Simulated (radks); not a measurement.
The lanthanum ion La+ inside a hard spherical wall (all orbitals vanish at R), configuration held at [Xe] 5d2 and not refilled when levels cross. Method: scalar-relativistic Kohn-Sham, LDA (Slater exchange, VWN5 correlation), spin-polarised, spherical densities, point nucleus; open shells are filled with parallel spins first (spin-orbit coupling, left out, can overturn this in heavy ions); computed with a radial shooting solver on a logarithmic mesh with Libxc functionals. Eigenvalues in eV for spin up, with the zero of energy where the potential of the charges vanishes at infinity; a dash marks a level that is unbound or too diffuse for the functional's potential to be trusted. A positive occupied level is held by the wall or, in an anion where self-interaction has pushed it up, behind a barrier. The pressure on the wall is -dE/dV.

R (bohr)  E (hartree)  kinetic (hartree)    e(4d)    e(5s)    e(5p)  e(4f, empty)  e(6s, empty)   e(5d)  pressure (GPa)
free       -8486.6815           8975.039  -107.63  -43.170  -26.765        -8.537        -8.026  -7.740               0
20         -8486.6815           8975.039  -107.63  -43.170  -26.765        -8.537        -8.026  -7.740        < 0.0001
12         -8486.6814           8975.039  -107.63  -43.168  -26.763        -8.535        -8.023  -7.739        0.000320
8          -8486.6791           8975.059  -107.47  -43.025  -26.628        -8.386        -7.778  -7.604           0.106
7          -8486.6736           8975.094  -107.23  -42.810  -26.428        -8.160        -7.326  -7.379           0.447
6          -8486.6557           8975.191  -106.69  -42.342  -25.995        -7.654        -6.113  -6.819            2.00
5          -8486.5932           8975.506  -105.47  -41.324  -25.043        -6.500        -2.766  -5.382            10.7
3.5        -8485.8533           8979.225  -98.035  -35.628  -19.063         0.454        19.991   4.049             275
3          -8484.6089           8984.938  -90.384  -29.422  -11.898         7.727        45.001  14.595            1040
2          -8469.1186           9042.399  -47.677   22.995   50.045        52.380        224.33  95.598           24700
1.5        -8421.4016           9195.501   21.172   159.46   202.56        129.97        578.23  268.03          197000
